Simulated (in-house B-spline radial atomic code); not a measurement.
wB97X excitations of the carbon ion C⁴⁺

Method: wB97X. Computed with a B-spline radial code for spherical atoms: linear response of the closed shell 1s2 with the functional's adiabatic kernel; non-relativistic, point nucleus, no spin-orbit coupling, no double excitations, S, P, D and F terms only.

Command:
```bash
python run_td.py task.json out
```
Settings (radii: box in bohr, nucleus in fm):
```
Z                        6
electrons                2
configuration            1s2
hamiltonian              nr
method                   wb97x
box_radius               19.1
intervals                47
```

Cost of the run: 0.2 s on 1 thread of Arm Neoverse N1, with other jobs on the host.

The lowest states, in the order of their Tamm-Dancoff energies; the method's threshold (minus the highest occupied level) is 367.48 eV. Labels give the largest channel, * marks a mixed state, and oscillator strengths are full-response dipole values. Semilocal kernels can invert the small singlet-triplet splittings of Rydberg terms. Energies in eV:

```csv
state,full response,Tamm-Dancoff,oscillator strength
1s → 2s 3S,288.96,289.04,-
1s → 2s 1S,294.25,294.35,-
1s → 2p 3P,295.82,295.91,-
1s → 2p 1P,298.96,299.04,0.531
1s → 3s 3S,331.97,331.99,-
1s → 3s 1S,333.23,333.25,-
1s → 3p 3P,?,?,-
1s → 3p 1P,334.47,334.49,0.129
1s → 3d 3D,334.52,334.53,-
1s → 3d 1D,334.93,334.93,-
1s → 4s 3S,346.98,346.99,-
1s → 4s 1S,347.52,347.54,-
1s → 4f 3F,347.57,347.57,-
1s → 4f 1F,?,?,-
1s → 4p 3P,347.66,347.67,-
1s → 4d 3D,347.91,347.91,-
1s → 4p 1P,348.02,348.03,0.0547
1s → 4d 1D,348.08,348.08,-
```

(1) Where does 1s → 4f 1F lie?

(2) Where does 1s → 3p 3P lie?

(3) How large is the singlet-triplet splitting of 1s → 2s (S terms) in Tamm-Dancoff?

(4) What polarisabilities and dispersion coefficient does the method give?

Results:

(1) At 347.62 eV in full response, 347.62 eV in Tamm-Dancoff.

(2) At 333.70 eV in full response, 333.72 eV in Tamm-Dancoff.

(3) 5.31 eV, from the unrounded values.

(4) Dipole 0.009109 bohr³, quadrupole 0.001073 bohr⁵, C6 0.0008213 hartree·bohr⁶ for two such species.
